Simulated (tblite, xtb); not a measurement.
C2H6Si, triplet, at a GFN2-xTB geometry (the spin is typed, not shown lowest). Base run: GFN1-xTB run with xtb.

Input for xtb:
```
$ xtb mol.xyz --gfn 1 --uhf 2 --json

# file mol.xyz
9

Si    -0.22557279     0.10048843     0.54354598
C      0.80815630     1.43062728    -0.36562619
H      0.89963295     2.32514890     0.24010217
H      0.33915249     1.70441352    -1.30816930
H      1.80852352     1.06063375    -0.57935784
C     -0.50782834    -1.56441774    -0.35805176
H      0.44090874    -2.05191612    -0.57148623
H     -1.02846229    -1.40813635    -1.30029770
H     -1.10370406    -2.23423906     0.25163281
```

Programs used: tblite, xtb; a row that names a program was run with it.

Each row names what was changed in the base input (with any setting that the change needs).

| change | ΔE vs base (kJ/mol) | dipole (D) | G_solv (kcal/mol) | SCF cycles |
|---|---|---|---|---|
| base | 0.00 | 1.05 | - | 9 |
| file = coord | 0.00 | 1.05 | - | 9 |
| acc = 0.0001 | 0.00 | 1.05 | - | 12 |
| program = tblite; method = gfn1; option = (--etemp, 2000) | -0.08 | - | - | - |
| acc = 1000 | 0.00 | 1.05 | - | 5 |
| acc = 30 | 0.00 | 1.05 | - | 6 |
| program = tblite; method = gfn1; option = (--alpb, water) | -0.44 | - | - | - |
| gbsa = chcl3 | -8.43 | 1.17 | -2.07 | 9 |
| alpb = benzene | -5.49 | 1.12 | -1.33 | 9 |

ALPB and GBSA are two models with their own fitted parameters for each solvent, which aren't always the measured dielectric constant.
